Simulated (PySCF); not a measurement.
A calculated (UHF, PySCF 2.14, cc-pVDZ-X2C, scalar relativity by spin-free X2C-1e) atom or ion has these occupied shells.

| shell | electrons | orbital energy (eV) | rms radius, mean of both spins (bohr) |
| --- | --- | --- | --- |
| 1s α | 1 | -57802.1 | 0.0231 |
| 1s β | 1 | -57802.1 | 0.0231 |
| 2s α | 1 | -9866.4 | 0.0935 |
| 2s β | 1 | -9866.2 | 0.0935 |
| 2p α | 3 | -8743.4 | 0.0844 |
| 2p β | 3 | -8743.3 | 0.0844 |
| 3s α | 1 | -2293.3 | 0.240 |
| 3s β | 1 | -2290.9 | 0.240 |
| 3p α | 3 | -1943.8 | 0.241 |
| 3p β | 3 | -1941.0 | 0.241 |
| 3d α | 5 | -1495.8 | 0.221 |
| 3d β | 5 | -1492.8 | 0.221 |
| 4s α | 1 | -509.18 | 0.540 |
| 4s β | 1 | -503.26 | 0.540 |
| 4p α | 3 | -391.41 | 0.574 |
| 4p β | 3 | -384.91 | 0.574 |
| 4d α | 5 | -229.02 | 0.629 |
| 4d β | 5 | -220.65 | 0.629 |
| 5s α | 1 | -94.630 | 1.33 |
| 5s β | 1 | -92.746 | 1.33 |
| 5p α | 3 | -62.943 | 1.54 |
| 5p β | 3 | -61.530 | 1.54 |
| 4f α | 7 | -49.342 | 0.847 |
| 4f β | 4 | -45.970 | 0.847 |

(1) Name the element and its charge.

Answers

(1) Er(3+) (erbium, charge +3), in [Xe] 4f11, one real determinant.
